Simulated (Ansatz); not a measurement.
`FC([SiH3])[TeH]` + `[OH][Cd][Br]` → `[SiH3][O][Cd][Br]` + `FC[TeH]` at 700 K and 1 bar (ligand exchange at the Si–C bond).

Calculated with Ansatz (gas phase, PBE0-D4/def2-TZVP geometries, no zero-point term in ΔE). CBS: MP2 limit from def2 TZ/QZ plus the TZ coupled-cluster correction, frozen cores. def2 core potentials past Kr. For Br, Cd, Te outer-core shells are correlated without core-valence functions, which leaves a few kJ/mol of doubt a bond. Scalar relativity is left out up to krypton. One conformer a species, not always the lowest.

```tsv
species	CCSD(T)/CBS energy (Eh)	H − E (kJ/mol)	S (J/(mol·K))
`FC([SiH3])[TeH]`	-697.62294	206.0	458.6
`[OH][Cd][Br]`	-2816.86459	77.8	369.0
`[SiH3][O][Cd][Br]`	-3107.18482	143.4	472.1
`FC[TeH]`	-407.34762	141.4	363.2
```

H − E and S are ideal-gas, rigid-rotor, harmonic terms from PBE0-D4/def2-TZVP, for one conformer and one mirror image of each species. 1 Eh = 2625.50 kJ/mol, R = 8.31446 J/(mol·K).

Problem. By hand: ΔE, ΔH, ΔS and ΔG.

Solution. ΔE = (-3107.18482) + (-407.34762) − (-697.62294) − (-2816.86459) = -0.04491 Eh = -117.9 kJ/mol. Δ(H − E) = 143.4 + 141.4 − 206.0 − 77.8 = 1.0, so ΔH = -116.9 kJ/mol. ΔS = 472.1 + 363.2 − 458.6 − 369.0 = 7.7 J/(mol·K). ΔG = -116.9 − 700 × (7.7)/1000 = -122.3 kJ/mol.

Problem. By hand: the equilibrium constant, and the temperature at which ΔG would vanish if ΔH and ΔS stayed fixed.

Solution. log₁₀ K = −ΔG/(RT ln 10) = 9.1. ΔH and −TΔS have one sign here, so there is no such temperature.

The number of gas molecules stays the same, so ΔS is small and ΔH decides. A doubt of 5 kJ/mol in ΔE shifts log₁₀ K by 0.4 here. Other conformers and mirror images would add mixing entropy, several J/(mol·K) or more a flexible species. Modes under 60 cm⁻¹, often nearly free rotors, make the harmonic entropy too high. These are equilibria of isolated gas molecules and say nothing of rates. Largest T1 diagnostic: 0.014 (customary marks: 0.02 for closed shells, 0.045 for open ones).

ΔS is within the doubt of such terms, so its sign, and with it that verdict, could turn.
